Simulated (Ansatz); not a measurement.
Reaction (SMILES): F[SiH]C[SiH3] -> F[SiH-]C[SiH3] (an electron is taken up)
Structures are relaxed separately at B3LYP-D3(BJ)/def2-TZVP in Ansatz (an electronic-structure program), one conformer each, not searched for the lowest.
Geometry of the first species:
SMILES: [SiH](F)C[SiH3]
```xyz
10

F      1.5812    -0.8740    -0.8581
Si     1.2706     0.5313    -0.1240
C     -0.2528     0.3106     0.9395
Si    -1.8380    -0.1600     0.0407
H      2.4777     0.8551     0.6912
H     -0.4187     1.2510     1.4752
H     -0.0264    -0.4540     1.6922
H     -1.6748    -1.4616    -0.6439
H     -2.9599    -0.2625     1.0041
H     -2.1686     0.8757    -0.9663
```
Charge 0, spin multiplicity 2.

Property: adiabatic electron affinity (electronic energy difference), positive where the reaction releases energy, in eV. Valence correlation only, unless marked. Open shells are spin-unrestricted. No spin-orbit coupling. No relativistic terms. Anions need diffuse functions: aug- sets have them; def2-D sets add few; the other sets have none. CBS marks a two-point X^-3 extrapolation of the correlation energy; Hartree-Fock from the larger set.

```
level                      program  adiabatic electron affinity (eV)
------------------  --------------  --------------------------------
revPBE/def2-TZVPD           Ansatz                              1.40
PBE0/6-31G*                 Ansatz                              1.04
PBE0-D4/def2-TZVPD  Ansatz + dftd4                              1.38
```

Estimate the value at CCSD(T)/CBS(aug-cc-pV(T+d)Z,aug-cc-pV(Q+d)Z) as computed with Ansatz.

1.48 eV
